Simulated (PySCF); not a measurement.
Compound: 4-bromopyridine, C5H4BrN.
Structure used (PBE0-D3(BJ)/def2-SVP), in Å, numbered top down from 1:
```
atom  x, y, z in Å
Br1   -0.572    2.263   -0.445
C2    -0.018    0.467   -0.535
C3    -0.960   -0.556   -0.576
C4    -0.487   -1.867   -0.643
N5     0.802   -2.190   -0.669
C6     1.685   -1.196   -0.630
C7     1.338    0.153   -0.563
H8    -2.030   -0.344   -0.557
H9    -1.202   -2.697   -0.676
H10    2.744   -1.479   -0.653
H11    2.102    0.932   -0.532
```

The calculation used PBE0-D3(BJ)/def2-SVP geometry optimisation, gas phase in PySCF 2.14.0.

Take the most abundant isotopes and a rigid rotor. 

(1) Give the principal moments of inertia and the rotational constants in MHz.

(2) What kind of rotor is it?

(3) What does the inertial defect say?

(4) Where do the levels up to J = 3 lie, in MHz?

(5) Predict some low-J microwave lines.

(6) Estimate the classical rotational partition function at 25 K, 50 K and 200 K.

Results:

(1) Ia = 83.75, Ib = 510.91, Ic = 594.67 u·Å²; 505379 MHz·u·Å²/I gives A = 6034, B = 989.2, C = 849.9 MHz.

(2) A near-prolate asymmetric top; Ray's κ = -0.946.

(3) Planar: Δ = Ic − Ia − Ib = 0.00 u·Å². For a rigid frame Δ = −2 Σ m c², so it vanishes when all atoms lie in the ab plane; here none is more than 0.01 Å from it.

(4) Above 0(0,0):
J = 1: 1(0,1) 1839, 1(1,1) 6884, 1(1,0) 7023
J = 2: 2(0,2) 5514, 2(1,2) 10423, 2(1,1) 10841, 2(2,1) 25975, 2(2,0) 25978
J = 3: 3(0,3) 11020, 3(1,3) 15729, 3(1,2) 16565, 3(2,2) 31492, 3(2,1) 31507, 3(3,1) 57067, 3(3,0) 57067
The levels of one J sum to (2J + 1)J(J + 1)(A + B + C)/3.

(5) The dipole components are |μa| = 0.81 D, |μb| = 0.00 D, |μc| = 0.00 D; the symmetry axis of this C2v structure is a, so μb and μc vanish by symmetry and there are no b-type or c-type lines. Some lines, for components of 0.1 D or more:

| type | branch | J(Ka,Kc) | MHz | lower level (cm⁻¹) |
| --- | --- | --- | --- | --- |
| a | Q | 2(1,1) ← 2(1,2) | 418 | 0.348 |
| a | Q | 3(1,2) ← 3(1,3) | 836 | 0.525 |
| a | Q | 5(1,4) ← 5(1,5) | 2089 | 1.055 |
| a | R | 2(1,2) ← 1(1,1) | 3539 | 0.230 |
| a | R | 2(0,2) ← 1(0,1) | 3675 | 0.061 |
| a | R | 2(1,1) ← 1(1,0) | 3817 | 0.234 |
| a | R | 3(1,3) ← 2(1,2) | 5306 | 0.348 |
| a | R | 3(2,2) ← 2(2,1) | 5517 | 0.866 |
| a | R | 3(2,1) ← 2(2,0) | 5528 | 0.867 |
| a | R | 3(1,2) ← 2(1,1) | 5724 | 0.362 |
| a | R | 4(1,4) ← 3(1,3) | 7072 | 0.525 |
| a | R | 4(2,3) ← 3(2,2) | 7354 | 1.050 |
| a | R | 4(3,2) ← 3(3,1) | 7362 | 1.904 |
| a | R | 4(3,1) ← 3(3,0) | 7362 | 1.904 |
| a | R | 4(2,2) ← 3(2,1) | 7382 | 1.051 |
| a | R | 5(1,5) ← 4(1,4) | 8835 | 0.761 |
| a | R | 5(4,2) ← 4(4,1) | 9201 | 3.343 |
| a | R | 5(3,3) ← 4(3,2) | 9205 | 2.149 |
| a | R | 5(3,2) ← 4(3,1) | 9205 | 2.149 |
| a | R | 5(2,3) ← 4(2,2) | 9245 | 1.297 |
| a | R | 5(1,4) ← 4(1,3) | 9531 | 0.807 |

(6) Point group C2v, symmetry number σ = 2; q = (√π/σ)·√((kT/h)³/(ABC)), k/h = 20836.6 MHz/K: 4680 at 25 K, 13200 at 50 K, 106000 at 200 K.

No frequency check. Constants of a rigid frame at the computed geometry: no zero-point averaging, no centrifugal distortion. Quadrupole hyperfine structure (14N, 79Br) is left out.
